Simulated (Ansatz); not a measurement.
`C=C[SiH2]S[SiH3]` → `C=CS[SiH3]` + `[SiH2]`  (silylene formation by 1,1-elimination)

Computed with Ansatz on PBE0-D4/def2-TZVP structures; ΔE is electronic, products minus reactants. CBS: MP2 limit from def2 TZ/QZ plus the TZ coupled-cluster correction, frozen cores. This one scheme is used for every species. Functionals use def2-TZVPP. Each species was taken in one conformer, which may not be the lowest.

`C=C[SiH2]S[SiH3]`:

```xyz
13

C     1.386    1.144    1.042
C     1.451    0.122    0.193
Si    0.420   -1.404    0.408
S    -0.933   -1.671   -1.231
Si   -1.845    0.261   -1.171
H     0.733    1.124    1.911
H     1.980    2.045    0.911
H     2.114    0.197   -0.667
H     1.246   -2.638    0.412
H    -0.326   -1.276    1.686
H    -3.130    0.140   -1.903
H    -2.098    0.669    0.235
H    -0.998    1.288   -1.826
```

`C=CS[SiH3]`:

Cartesian coordinates in Å:
```
C 0.886 -1.036 1.761
C 0.525 -0.126 0.867
S 0.906 -0.262 -0.847
Si -0.819 0.695 -1.662
H 1.390 -1.952 1.476
H 0.692 -0.873 2.815
H 0.023 0.788 1.173
H -0.539 0.870 -3.107
H -1.015 2.013 -1.001
H -2.049 -0.117 -1.476
```

`[SiH2]`:

```xyz
3

Si   -0.242   -0.314    0.591
H     0.529    0.971    0.303
H    -0.287   -0.657   -0.894
```

CCSD(T)/CBS gives +348.0 kJ/mol.

(1) Another level gave +363.7 kJ/mol. Which?
A. CCSD(T)/def2-TZVPP
B. r2SCAN-D4/def2-TZVPP
C. ωB97M-V/def2-TZVPP
D. CCSD/def2-TZVPP

Largest T1 diagnostic among the species: 0.014.

## Answers

(1) B. r2SCAN-D4 363.7, ωB97M-V 342.5, CCSD(T)/def2-TZVPP 338.3, CCSD/def2-TZVPP 334.1 kJ/mol.

From PBE to PBE0 (25 % exact exchange), in def2-TZVPP and without D4, ΔE moves by +14.9 kJ/mol. In def2-TZVPP, CCSD(T) changes the Hartree–Fock value by +11.9 kJ/mol (the triples alone add +4.2 kJ/mol) and MP2 by +35.8 kJ/mol. The D4 term adds +19.2 kJ/mol with B3LYP and +10.8 kJ/mol with PBE0; it sums over pairs of atoms, weighted by their polarisabilities, and B3LYP, whose exchange is more repulsive, gets the larger term.

CCSD(T)/CBS has its own doubt, a few kJ/mol and more with outer-core shells, so smaller differences from it don't rank the levels.

B3LYP here is the variant with VWN-RPA as its local correlation; programs differ in this.
